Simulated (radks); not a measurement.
Q: Species: the thallium ion Tl11+. Configuration: [Xe] 4f14 5d2. Calculated with a radial shooting solver on a logarithmic mesh with Libxc functionals: Dirac Kohn-Sham, PBE, spin-unpolarised, spherical densities, finite nucleus; open shells fill j = l - 1/2 first; Fermi nuclear charge, rms radius 5.4759 fm.

Spin-orbit splittings of the eigenvalues, e(l+1/2) - e(l-1/2), with zeta = 2 splitting/(2l+1) and mean radii in bohr:

shell  occ.  splitting (eV)  zeta (eV)  <r> j=l-1/2  <r> j=l+1/2
2p        6            2065       1377      0.05589      0.06468
3p        6           459.4      306.3       0.1674       0.1834
3d       10           98.16      39.27       0.1595       0.1643
4p        6           111.9      74.63       0.3927       0.4268
4d       10           20.94      8.377       0.4322       0.4431
4f       14               ?          ?       0.4587       0.4647
5p        6           23.46      15.64       0.8925       0.9617
5d        2           3.666      1.466        1.091        1.112

Estimate the 4f splitting.

A: 4.682 eV (zeta = 1.338 eV).
